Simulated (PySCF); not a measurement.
Isomers of C6H10N2Si.

All values: PBE0/pcSseg-1 (PySCF) at PBE0-D3(BJ)/def2-SVP geometries, gas phase, one conformer each.

(1) Rank by the highest Hirshfeld charge on any atom, highest value first.
A. `[SiH3:1][NH:2][NH:3][c:4]1[cH:5][cH:6][cH:7][cH:8][cH:9]1` with Si1–N2–N3–C4 -111°, N2–N3–C4–C5 14°
B. `[NH2:1][SiH2:2][NH:3][c:4]1[cH:5][cH:6][cH:7][cH:8][cH:9]1` with H–N1–Si2–N3 -74° and 139°, N1–Si2–N3–C4 162°, Si2–N3–C4–C5 7°
C. `[CH3:1][CH2:2][c:3]1[n:4][n:5][cH:6][cH:7][c:8]1[SiH3:9]` with C1–C2–C3–N4 -80°

(2) Rank by HOMO energy, lowest first.
A. `[SiH3:1][c:2]1[cH:3][cH:4][n:5][n:6]1[CH:7]1[CH2:8][CH2:9]1` with N5–N6–C7–C8 -48°
B. `[CH3:1][CH2:2][c:3]1[n:4][n:5][cH:6][cH:7][c:8]1[SiH3:9]` with C1–C2–C3–N4 -80°
C. `[NH2:1][SiH2:2][NH:3][c:4]1[cH:5][cH:6][cH:7][cH:8][cH:9]1` with H–N1–Si2–N3 -74° and 139°, N1–Si2–N3–C4 162°, Si2–N3–C4–C5 7°

Answers

(1) B (+0.399 e), A (+0.342 e), C (+0.313 e).

(2) A (-6.93 eV), B (-6.71 eV), C (-5.88 eV).

All values together:

| SMILES | μ (D) | HOMO (eV) | LUMO (eV) | lowest IAO charge (e) | highest IAO charge (e) | lowest Hirshfeld charge (e) | highest Hirshfeld charge (e) |
| --- | --- | --- | --- | --- | --- | --- | --- |
| N[SiH2]Nc1ccccc1 | 2.45 | -5.88 | 0.00 | -0.840 (N) | +0.997 (Si) | -0.315 (N) | +0.399 (Si) |
| [SiH3]NNc1ccccc1 | 1.54 | -5.92 | -0.11 | -0.579 (N) | +0.742 (Si) | -0.189 (N) | +0.342 (Si) |
| CCc1nnccc1[SiH3] | 3.46 | -6.71 | -1.69 | -0.404 (C) | +0.575 (Si) | -0.111 (C) | +0.313 (Si) |
| [SiH3]c1ccnn1C1CC1 | 1.45 | -6.93 | -0.19 | -0.292 (C) | +0.579 (Si) | -0.123 (N) | +0.306 (Si) |

Conformers: `[NH2:1][SiH2:2][NH:3][c:4]1[cH:5][cH:6][cH:7][cH:8][cH:9]1` with H–N1–Si2–N3 -74° and 139°, N1–Si2–N3–C4 162°, Si2–N3–C4–C5 7°; `[SiH3:1][NH:2][NH:3][c:4]1[cH:5][cH:6][cH:7][cH:8][cH:9]1` with Si1–N2–N3–C4 -111°, N2–N3–C4–C5 14°; `[CH3:1][CH2:2][c:3]1[n:4][n:5][cH:6][cH:7][c:8]1[SiH3:9]` with C1–C2–C3–N4 -80°; `[SiH3:1][c:2]1[cH:3][cH:4][n:5][n:6]1[CH:7]1[CH2:8][CH2:9]1` with N5–N6–C7–C8 -48°.
